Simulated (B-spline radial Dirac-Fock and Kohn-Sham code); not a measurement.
System: atomic rhenium, configuration [Xe] 4f14 5d5 6s2. Method: independent-particle photoionisation in a Dirac-Hartree-Slater potential with a Latter tail, all multipoles, thresholds from Dirac-Fock ΔSCF. Computed with a B-spline atomic structure program.

Problem. Which of the sources Mg Kα (1253.6 eV), Al Kα (taken as 1486.9 eV), Ag Lα (2984.4 eV), Cr Kα (5414.7 eV), Cu Kα (8047.8 eV), Ga Kα (9251.7 eV), Mo Kα (17479.3 eV), Ag Kα (22162.9 eV) can ionise the 3d3/2 level, and how does the cross section change among them?

Solution. The computed threshold is 1960.1 eV, above Mg Kα, Al Kα; the others can ionise it. Cross sections: Ag Lα 142 kb, Cr Kα 25.0 kb, Cu Kα 7.08 kb, Ga Kα 4.46 kb, Mo Kα 0.487 kb, Ag Kα 0.205 kb. From the first to the last it falls by a factor of 690.
